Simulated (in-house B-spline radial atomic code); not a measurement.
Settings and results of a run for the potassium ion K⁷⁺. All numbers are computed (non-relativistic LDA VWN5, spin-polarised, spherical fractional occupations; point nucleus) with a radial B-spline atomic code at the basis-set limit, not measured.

Command:
```bash
python run_scf.py task.json out
```
Settings:
```
Z                19
configuration    [Ne] 3s2
hamiltonian      nr
method           lda,vwn
spin_polarised   True
```

Output (hartree, bohr):
```
 radial grid: 42 intervals, B-splines of order 8, outer radius 8.961 bohr

 iter        energy (Eh)    residual
    1        -575.181347    9.83e-01
    2        -581.269990    3.18e-01
    3        -581.859096    1.09e-01
    4        -581.935584    3.77e-02
    5        -581.944952    1.23e-02
    6        -581.946035    5.44e-05
    7        -581.946035    1.53e-06
    8        -581.946035    5.94e-09

 total energy                      -581.94604
 kinetic                             581.1559
 electron-nucleus                  -1320.4758
 Hartree                             185.2165
 exchange-correlation                -27.8426

 orbital      occ     eigenvalue          <r>       <r^2>       <1/r>     <1/r^3>       r_max
 1s up      1.000      -133.7359    0.0817157  0.00896613     18.5001           -     0.05364
 1s down    1.000      -133.7359    0.0817157  0.00896613     18.5001           -     0.05364
 2s up      1.000       -17.8331     0.387998    0.178074     3.78537           -      0.3197
 2s down    1.000       -17.8331     0.387998    0.178074     3.78537           -      0.3197
 2p up      3.000       -15.3209     0.347543    0.149267     3.72092     155.118      0.2615
 2p down    3.000       -15.3209     0.347543    0.149267     3.72092     155.118      0.2615
 3s up      1.000        -5.3418      1.08765     1.34498     1.30118           -      0.9919
 3s down    1.000        -5.3418      1.08765     1.34498     1.30118           -      0.9919
```

Time taken, with all properties: 0.16 s on 1 thread of Arm Neoverse V2, with other jobs on the host.
